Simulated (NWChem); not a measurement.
System: GeNH2Cl3; SMILES [Cl][Ge]([NH2])([Cl])[Cl]

```xyz
7

N     -0.2979     2.0412     0.0000
Ge    -0.0291     0.2361     0.0000
Cl    -0.9547    -0.5721     1.7711
Cl    -0.9547    -0.5721    -1.7711
Cl     2.0494    -0.4139     0.0000
H      0.0822     2.4888     0.8318
H      0.0822     2.4888    -0.8318
```
Atoms are numbered in this order, from 1.

Computed with NWChem. The geometry was optimised at B3LYP/6-31G* (spherical d). Vzz is the largest principal value of the second derivative of the potential at the nucleus (NWChem prints the opposite sign); η is the asymmetry. Non-relativistic.

```
level                  Vzz N1 (a.u.)  η N1  Vzz Ge2 (a.u.)  η Ge2  Vzz Cl4 (a.u.)  η Cl4  Vzz Cl5 (a.u.)  η Cl5
---------------------  -------------  ----  --------------  -----  --------------  -----  --------------  -----
PBE/def2-TZVP             (withheld)  0.01          -0.910   0.17      (withheld)   0.06      (withheld)   0.01
PBE/cc-pVTZ                   -0.823  0.03          -0.916   0.17           2.543   0.06           2.449   0.01
Hartree-Fock/cc-pVTZ          -0.898  0.02          -1.183   0.03           2.505   0.05           2.461   0.00
Hartree-Fock/def2-SVP         -0.928  0.08          -0.884   0.01           2.478   0.05           2.428   0.00
```

Q: Fill in the missing entries.

A: 
- PBE/def2-TZVP, Vzz N1 (a.u.): -0.817
- PBE/def2-TZVP, Vzz Cl4 (a.u.): 2.739
- PBE/def2-TZVP, Vzz Cl5 (a.u.): 2.635
